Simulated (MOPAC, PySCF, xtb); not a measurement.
Potential energy curve for GeLi (anion, charge -1), lowest singlet found (which spin is the ground state isn't settled by this scan).

RMP2/6-31G* = PySCF 2.14.0 with restricted MP2 (frozen core)/6-31G*, spherical d; RHF/LANL2DZ = restricted Hartree-Fock/LANL2DZ, with its core potentials past Ne in PySCF; GFN1-xTB (xtb); RKS-B3LYP/3-21G = PySCF with restricted B3LYP/3-21G; AM1, restricted, heats of formation (MOPAC).

Energies are in kJ/mol, each relative to the lowest point of its own curve between 2.15 and 3.12 Å, where full CI is lowest.

| R / Å | RMP2/6-31G* | RHF/LANL2DZ | GFN1-xTB | RKS-B3LYP/3-21G | AM1 |
|---|---|---|---|---|---|
| 1.78 | 226.7 | 253.6 | 265.8 | 184.1 | 65.7 |
| 1.93 | 125.0 | 140.7 | [?] | 134.2 | 53.0 |
| 2.04 | 75.5 | 85.6 | 35.7 | 117.4 | 51.6 |
| 2.15 | 41.6 | 48.0 | 8.9 | 111.7 | 0.0 |
| 2.27 | 18.2 | 22.0 | 0.0 | 113.9 | 8.9 |
| 2.36 | 7.8 | 10.2 | 1.4 | 4.4 | 18.1 |
| 2.45 | 2.0 | 3.4 | 7.0 | 0.6 | 29.0 |
| 2.49 | [?] | 1.6 | 10.3 | 0.0 | 34.3 |
| 2.58 | 0.0 | 0.0 | 19.3 | 0.7 | 47.0 |
| 2.66 | 1.7 | 0.7 | [?] | 3.2 | 58.9 |
| 2.82 | 9.7 | [?] | [?] | 11.7 | 83.8 |
| 2.93 | 17.7 | 11.1 | 63.0 | 19.3 | 101.2 |
| 3.12 | 33.7 | 21.6 | 88.2 | 34.0 | 130.9 |
| 3.37 | 55.4 | 35.4 | 121.2 | 53.8 | 167.5 |
| 3.64 | 77.0 | [?] | 155.5 | 73.7 | 202.7 |
| 3.97 | 99.6 | 63.3 | 194.4 | 94.4 | 239.0 |
| 4.38 | 122.1 | 77.7 | — | 114.1 | 274.7 |
| 4.89 | 143.4 | 91.4 | — | 131.2 | 327.0 |
| 5.41 | 159.8 | 101.9 | — | 142.7 | 342.2 |

Problem. Fill in the missing entries.

Solution. 
- 1.93, GFN1-xTB: 93.8
- 2.49, RMP2/6-31G*: 0.6
- 2.66, GFN1-xTB: 28.4
- 2.82, RHF/LANL2DZ: 5.8
- 2.82, GFN1-xTB: 48.4
- 3.64, RHF/LANL2DZ: 49.0

A dash means that the run gave no value there, or that the column was ended at a point which the program doubted or which failed a test of continuity chosen for this set; such a test can also cut sound points.

The scan ran from 1.78 to 8.37 Å; beyond the distances shown full CI changes its symmetry label. The restricted form behind RMP2/6-31G*, RHF/LANL2DZ, RKS-B3LYP/3-21G, AM1 keeps the bonding electrons paired and can't separate into open-shell fragments. Where the anion isn't bound against loss of the electron, the finite basis alone holds it.
